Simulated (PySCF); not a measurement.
# Electron correlation in Co¹⁷⁺ (cobalt, charge +17)

Starting occupation: [Ne]. Calculation: PySCF 2.14, in an even-tempered Gaussian basis (18 s from 0.84 bohr⁻², ratio 2.6; 12 p from 1.1 bohr⁻², ratio 2.6; 6 d from 1.1 bohr⁻², ratio 2.8; 3 f from 35 bohr⁻², ratio 2.8); X2C-1e with screened-nucleus spin-orbit coupling, Gaussian nucleus. Frozen: 1s2; 8 electrons correlated; the 50 highest virtual spinors left out.

MP2 pair energies summed by pair of shells (mhartree):

| pair | energy | share (%) |
| --- | --- | --- |
| 2p1/2-2p3/2 | -96.50 | 33.5 |
| 2p3/2-2p3/2 | -92.02 | 31.9 |
| 2p3/2-2s1/2 | -44.11 | 15.3 |
| 2p1/2-2s1/2 | -22.20 | 7.7 |
| 2p1/2-2p1/2 | -22.06 | 7.7 |
| 2s1/2-2s1/2 | -11.31 | 3.9 |

Total MP2 correlation energy: -288.20 mhartree.

The virtual space was cut to 44 spinors, which keep -220.45 of the -288.20 mhartree of MP2 correlation.

| level | correlation energy (mhartree) |
| --- | --- |
| CCSD | -222.54 |
| (T) | -0.08 |
| CCSD(T) | -222.62 |

Diagnostics: T1 = 0.00019, largest double amplitude 0.006.

**Question.** Is a single reference adequate?

**Answer.** Yes: T1 lies below 0.03 and no double amplitude reaches 0.07.

The coupled-cluster values are those of the cut space; adding the MP2 remainder, -67.75 mhartree, estimates the full space.
